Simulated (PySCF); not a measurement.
C₆H₄Cl₄Si, SMILES Clc1ccccc1[Si](Cl)(Cl)Cl, GFN2-xTB optimised geometry. Atoms within 1.6 Å of the plane z = 1.0 Å (x, y, z in Å): Cl1 (-2.12, -2.38, 0.00), C2 (-1.27, -0.87, 0.00), C3 (-2.00, 0.30, 0.00), C4 (-1.34, 1.52, 0.00), C5 (0.04, 1.55, 0.00), C6 (0.76, 0.37, 0.00), C7 (0.12, -0.87, 0.00), Si8 (1.11, -2.49, 0.00), Cl9 (0.70, -3.58, 1.65), Cl11 (3.08, -2.03, 0.01), H12 (-3.08, 0.26, 0.00), H13 (-1.91, 2.44, 0.00), H14 (0.56, 2.49, 0.00), H15 (1.84, 0.40, 0.00).

Calculation: B3LYP/def2-TZVP (PySCF).

Map of the electron localisation function on the plane z = 1.0 Å:

```
|000000000000000000000000000|
|000000000000000000000000000|
|000000000000000000000000000|
|000000000000000000000000000|
|000000000000000000000000000|
|000000024200004520000000000|
|000000168610027850000000000|
|000000168621137740000000000|
|000000025544455410000000000|
|000000013567765300000000000|
|000000014666667411100000000|
|000034336752257644630000000|
|000168656630026656720000000|
|000157656740036644200000000|
|000001124764457520000210000|
|000000002567666410036642000|
|000000111345556510278874100|
|000025676421124311489985100|
|000037999740002321489986200|
|000036999960036762268985200|
|000014799940279995126774100|
|000001467600688896101442000|
|000000123100799897200010000|
|000000000001699987300000000|
|000000000001578876200000000|
|000000000000245653100000000|
|000000000000012210000000000|
```
Scale: ten equal steps from 0.000 (start of '0') to 0.897 (end of '9'), in the order '0123456789'; x runs from -5.50 to 5.50, y from -5.50 (bottom) to 5.50 (top).
